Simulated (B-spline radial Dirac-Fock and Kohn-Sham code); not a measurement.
# Subshell photoionisation cross sections of Hf²⁺ against photon energy

System: hafnium as Hf²⁺ in the configuration [Xe] 4f14 5d2.

These are calculated numbers from an atomic code on a B-spline grid; the model is a relativistic central-field model (Hartree-Slater potential of the initial state, Latter tail, multipole expansion of the photon field, Dirac-Fock thresholds). Values are in kb; a dash marks an energy below the computed threshold. Values for outer subshells far above threshold carry numerical ripple of a few per cent.

| hν (eV) | 2p1/2 | 3p1/2 | 3d5/2 | 5p1/2 | 5d3/2 |
| --- | --- | --- | --- | --- | --- |
| 79.1 | – | – | – | 613 | 149 |
| 89.7 | – | – | – | 402 | 84.3 |
| 136 | – | – | – | 98.2 | 10.4 |
| 150 | – | – | – | 74.1 | 6.76 |
| 280 | – | – | – | 27.2 | 4.61 |
| 399 | – | – | – | 19.7 | 5.24 |
| 800 | – | – | – | 9.80 | 2.91 |
| 1000 | – | – | – | 7.53 | 2.17 |
| 1486.9 | – | – | – | 4.44 | 1.08 |
| 2990 | – | 38.2 | 165 | 1.46 | 0.229 |
| 8047.8 | – | 6.40 | 7.46 | 0.205 | 0.0139 |
| 22800 | 2.77 | 0.510 | 0.173 | 0.0164 | 0.000405 |
| 30000 | 1.25 | 0.242 | 0.0602 | 0.00785 | 0.000147 |
| 56400 | 0.190 | 0.0399 | 0.00491 | 0.00132 | 1.33e-05 |
| 80000 | 0.0648 | 0.0141 | 0.00120 | 0.000470 | 3.43e-06 |
| 200000 | 0.00388 | 0.000900 | 3.21e-05 | 3.04e-05 | 1.02e-07 |

At 200000 eV the multipoles beyond E1 give 54.9 % of 2p1/2, 54.3 % of 3p1/2, 74.3 % of 3d5/2, 54.1 % of 5p1/2, 73.2 % of 5d3/2.
